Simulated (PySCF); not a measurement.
A structure optimised at PBE-D3(BJ)/def2-TZVPD, used in a PySCF frequency run:

```
Ge
H 1 1.5983
H 1 1.5983 2 120.00
H 1 1.5983 2 120.00 3 180.00
H 1 1.7371 2 90.00 3 -90.00
H 1 1.7371 2 90.00 5 -180.00
```
Charge -1, spin multiplicity 1.

Problem. Write its SMILES, formula and point group.

Solution. [GeH5-], GeH₅, D3h

Problem. What are its rotational constants (standard atomic weights)?

Solution. 65.424, 50.815, 50.815 GHz
